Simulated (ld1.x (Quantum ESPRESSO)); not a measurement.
**LDA (PZ) RRKJ dataset for tin, scalar-relativistic all-electron reference.**

tin (Sn), norm-conserving RRKJ (Kleinman–Bylander form), made with ld1.x (Quantum ESPRESSO) 7.5 (LDA (PZ), scalar-relativistic). Core [Kr], reference 4d10 5s2 5p1.5 (charge +0.5). Waves: 5s (bound): rc 1.65 bohr; 5p (bound): rc 2.65 bohr; 4d (bound): rc 1.75 bohr. Local part: all-electron potential smoothed inside 1.45 bohr (lloc = -2). Core correction: Bessel-smoothed model core inside 1.70 bohr. rho0 = 0.001.

All-electron outer shells of the reference configuration (LDA (PZ), scalar-relativistic, ld1.x):

```
shell  level (eV)  outermost node (bohr)  outermost maximum (bohr)
   4s     -137.47                   0.40                      0.74
   4p      -93.37                   0.41                      0.79
   4d      -29.70                   0.39                      0.88
   5s      -14.33                   0.98                      1.99
   5p       -7.05                   1.09                      2.46
```

Task: Does the generator finish with these settings?

Result: No. ld1.x (Quantum ESPRESSO) 7.5 stopped with "compute_chi: n is too large": the Bessel-function wave could not be built (negative determinant in compute_phi), and the routine for χ then failed on it.
